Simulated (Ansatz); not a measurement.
Program: Ansatz. Geometries: PBE0-D4/def2-TZVP. ΔE: electronic, gas phase. CBS: MP2 limit from def2 TZ/QZ plus the TZ coupled-cluster correction, frozen cores. This one scheme is used for every species. DFT in def2-TZVPP. For Br outer-core shells are correlated without core-valence functions, which leaves a few kJ/mol of doubt a bond. Scalar relativity is left out up to krypton. Each species was taken in one conformer, which may not be the lowest.

Consider the formal exchange of groups at the Si–Cl bond: `N[Si](N)(Cl)Br` + ethylene → `C=C[Si](N)(N)Br` + HCl.

| level | ΔE (eV) |
| --- | --- |
| PBE | 1.02 |
| r2SCAN | 1.06 |
| MP2/def2-QZVPP | 1.01 |
| SCS-MP2/def2-QZVPP | 1.02 |

Q: What does CCSD(T)/CBS give? (An estimate is asked.)

A: The calculation gave: +1.00 eV. The listed levels differ from it by 0.02, 0.06, 0.01, 0.02 eV.

Largest T1 diagnostic among the species: 0.011.

The D4 term adds −0.05 eV with B3LYP and −0.03 eV with PBE0; it sums over pairs of atoms, weighted by their polarisabilities, and B3LYP, whose exchange is more repulsive, gets the larger term. In def2-TZVPP, CCSD(T) changes the Hartree–Fock value by −0.18 eV (the triples alone add −0.02 eV) and MP2 by −0.14 eV.

B3LYP here is the variant with VWN-RPA as its local correlation; programs differ in this.
